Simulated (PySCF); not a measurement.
In(All)(OH)2 (C3H7InO2), SMILES C=C[CH2][In]([OH])[OH]. Atoms are numbered in the order given.

```xyz
13

In     0.2949     0.2471     0.4074
C     -0.1395    -1.6176    -0.6770
C     -1.4303    -1.5283    -1.4070
C     -1.5791    -1.3098    -2.7306
H     -0.1278    -2.3960     0.1107
H      0.7324    -1.7633    -1.3458
H     -2.3422    -1.6393    -0.7906
H     -0.7080    -1.1919    -3.3973
H     -2.5762    -1.2492    -3.1919
O      1.4853     0.3274     2.0450
H      1.5431     1.2613     2.3288
O     -0.3752     2.1144    -0.0405
H     -0.9580     2.0703    -0.8236
```
Charge 0, spin multiplicity 1.

Geometry optimised at PBE-D3(BJ)/def2-SVP. The def2 effective core potentials stand for the cores of In; spin–orbit coupling is left out. One conformer was computed; it need not be the lowest.

Method: PBE-D3(BJ)/def2-SVP (PySCF).

Frequencies are harmonic and unscaled.

| mode | ν (cm⁻¹) | IR (km/mol) | moving atoms (share of kinetic energy) |
|---|---|---|---|
| 1 | 20 | 1.3 | O 37 %, C 35 %, H 25 % |
| 2 | 41 | 2.6 | O 47 %, C 31 %, H 14 %, In 9 % |
| 3 | 96 | 6.1 | O 36 %, C 22 %, H 21 %, In 20 % |
| 4 | 118 | 8.3 | O 40 %, C 33 %, H 14 %, In 13 % |
| 5 | 131 | 16.1 | O 56 %, In 16 %, C 15 %, H 13 % |
| 6 | 205 | 2.4 | C 50 %, H 34 %, In 12 % |
| 7 | 287 | 124.5 | H 93 % |
| 8 | 318 | 38.1 | H 91 %, O 8 % |
| 9 | 373 | 5.2 | C 54 %, H 42 % |
| 10 | 442 | 4.0 | C 55 %, H 38 % |
| 11 | 560 | 61.6 | O 84 %, In 12 % |
| 12 | 572 | 75.7 | O 83 %, In 15 % |
| 13 | 662 | 9.4 | H 65 %, C 34 % |
| 14 | 710 | 8.2 | H 67 %, C 32 % |
| 15 | 786 | 62.0 | H 93 % |
| 16 | 819 | 73.2 | H 92 % |
| 17 | 870 | 33.3 | H 71 %, C 29 % |
| 18 | 921 | 2.0 | H 62 %, C 38 % |
| 19 | 980 | 8.0 | H 83 %, C 16 % |
| 20 | 1012 | 8.7 | H 75 %, C 25 % |
| 21 | 1034 | 7.0 | H 75 %, C 25 % |
| 22 | 1164 | 15.9 | H 57 %, C 43 % |
| 23 | 1269 | 1.1 | H 81 %, C 19 % |
| 24 | 1360 | 3.2 | H 89 %, C 11 % |
| 25 | 1399 | 4.8 | H 82 %, C 18 % |
| 26 | 1649 | 22.7 | C 87 %, H 13 % |
| 27 | 3006 | 2.4 | H 95 % |
| 28 | 3059 | 10.1 | H 92 % |
| 29 | 3070 | 2.7 | H 94 % |
| 30 | 3082 | 3.4 | H 90 %, C 10 % |
| 31 | 3172 | 6.9 | H 89 %, C 11 % |
| 32 | 3696 | 45.5 | H 94 % |
| 33 | 3703 | 26.1 | H 94 % |
